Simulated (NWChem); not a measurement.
Molecule: C2H5FOSi; SMILES F[SiH](C=C)O

```xyz
10

Si     0.0030    -0.5201    -0.3964
O      0.8580    -1.6732     0.4273
F     -1.5147    -0.4265     0.1567
C      0.7274     1.1791    -0.1900
C      0.0195     2.2083     0.2959
H     -0.0347    -1.0049    -1.7909
H      1.0907    -1.4631     1.3430
H      1.7667     1.3531    -0.4766
H      0.4422     3.2047     0.4173
H     -1.0208     2.0926     0.5926
```
Atoms are numbered in this order, from 1.

Program: NWChem. Geometry: optimised at B3LYP/6-31G* (spherical d).

For level BLYP/def2-TZVP:

```yaml
highest occupied level (eV): -7.01
orbital gap (eV): 5.25
dipole (D): 2.18
```

Question: How do the values read with level PBE0/def2-TZVP instead?

Answer: 
| Item | Result |
|---|---|
| highest occupied level (eV) | -8.34 |
| orbital gap (eV) | 7.43 |
| dipole (D) | 2.28 |
